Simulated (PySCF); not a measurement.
C3H8BNO, SMILES CNB1COC1.

Geometry: PBE0-D3(BJ)/def2-SVP. This is a generated structure with no PubChem entry under its InChIKey; it may be hypothetical. Other conformers were not sampled.

All values below come from PBE/def2-TZVP run with PySCF.

Symmetry labels are those of the subgroup Cs that the program uses (full group Cs).

Computed valence orbital energies around the gap with their symmetry:
| orbital | symmetry | energy (eV) |
|---|---|---|
| HOMO−7 | A" | -10.70 |
| HOMO−6 | A' | -10.21 |
| HOMO−5 | A' | -9.44 |
| HOMO−4 | A" | -9.15 |
| HOMO−3 | A" | -6.66 |
| HOMO−2 | A' | -6.59 |
| HOMO−1 | A' | -6.58 |
| HOMO | A" | -5.24 |
| LUMO | A" | -0.37 |
| LUMO+1 | A' | -0.04 |
| LUMO+2 | A' | 0.70 |
| LUMO+3 | A' | 0.85 |
